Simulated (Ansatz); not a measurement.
`BB(N)C[SiH3]` + H₂ → `BBN` + `C[SiH3]` at 500 K and 1 bar (hydrogenolysis of a B–C bond).

Computed with Ansatz on PBE0-D4/def2-TZVP structures; ΔE is electronic, products minus reactants. CCSD(T)/CBS adds triple-zeta CCSD(T) − MP2 to the extrapolated MP2 energy (def2 sets, frozen cores). This one scheme is used for every species. Each species was taken in one conformer, which may not be the lowest.

```csv
species,CCSD(T)/CBS energy (Eh),H − E (kJ/mol),S (J/(mol·K))
`BB(N)C[SiH3]`,-436.85566,329.0,450.9
H₂,-1.17544,41.0,145.5
`BBN`,-107.29684,188.9,317.4
`C[SiH3]`,-330.73916,189.7,296.8
```

H − E and S are ideal-gas, rigid-rotor, harmonic terms from PBE0-D4/def2-TZVP, for one conformer and one mirror image of each species. For small species the MP2-based limit differs from directly extrapolated CCSD(T) by up to some mEh (0.8 for H₂); such offsets cancel only in part. 1 Eh = 2625.50 kJ/mol, R = 8.31446 J/(mol·K).

Problem. By hand: ΔE, ΔH, ΔS and ΔG.

Solution. ΔE = (-107.29684) + (-330.73916) − (-436.85566) − (-1.17544) = -0.00490 Eh = -12.9 kJ/mol. Δ(H − E) = 188.9 + 189.7 − 329.0 − 41.0 = 8.6, so ΔH = -4.3 kJ/mol. ΔS = 317.4 + 296.8 − 450.9 − 145.5 = 17.8 J/(mol·K). ΔG = -4.3 − 500 × (17.8)/1000 = -13.2 kJ/mol.

Problem. By hand: the equilibrium constant, and the temperature at which ΔG would vanish if ΔH and ΔS stayed fixed.

Solution. log₁₀ K = −ΔG/(RT ln 10) = 1.4. ΔH and −TΔS have one sign here, so there is no such temperature. One of them is within its doubt of zero, so this could turn.

TΔS isn't small against ΔH here. A doubt of 5 kJ/mol in ΔE shifts log₁₀ K by 0.5 here. Other conformers and mirror images would add mixing entropy, several J/(mol·K) or more a flexible species. Modes under 60 cm⁻¹, often nearly free rotors, make the harmonic entropy too high. These are equilibria of isolated gas molecules and say nothing of rates. Largest T1 diagnostic: 0.013 (customary marks: 0.02 for closed shells, 0.045 for open ones).
